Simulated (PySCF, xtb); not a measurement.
B2F3, SMILES F[B]B(F)F (connectivity only; charge and spin as stated), charge +1, multiplicity 1. Other conformers were not sampled.

Harmonic wavenumbers (cm⁻¹) from GFN2-xTB (xtb 6.7.1) at its own minimum, in rising order: 66, 149, 310, 424, 488, 502, 1151, 1486, 1823.

### Question
What does PBE-D3(BJ)/def2-SVP (PySCF) give at its own minimum? (Estimate from the structure and the level; the computed values follow.)

### Answer
114, 233, 355, 450, 566, 598, 1176, 1578, 1710. Paired by order, the mean absolute difference is 67 cm⁻¹ and the zero-point energies are 9.1 and 9.7 kcal/mol.
